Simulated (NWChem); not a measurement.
BeH2O; SMILES [BeH][OH]

```xyz
4

Be     0.0045    -0.8541     0.0001
H      0.0120    -2.1872     0.0003
O     -0.0035     0.5391    -0.0003
H     -0.0016     1.4863     0.0027
```
Atoms are numbered in this order, from 1.

Computed with NWChem. Pople sets run with spherical d functions. All runs use the structure optimised with PBE0/def2-SVP. Core excitations by TDA in a window of 1s orbitals, non-relativistic and unshifted: absolute energies depend strongly on the exact-exchange share.

For level O K edge, BHandHLYP/6-311G**:

```yaml
first 1s excitation (eV): 531.8
dipole_oscillator_strength_of_the_first: 0.0114
first state with f > 0.002 (eV): 531.8
dipole_oscillator_strength_of_that_state: 0.0114
```

Problem. What are these values for level O K edge, PBE/def2-TZVP?

Solution. 
| Property | Value |
|---|---|
| first 1s excitation (eV) | 509.9 |
| dipole oscillator strength of the first | 0.0009 |
| first state with f > 0.002 (eV) | 510.1 |
| dipole oscillator strength of that state | 0.0094 |
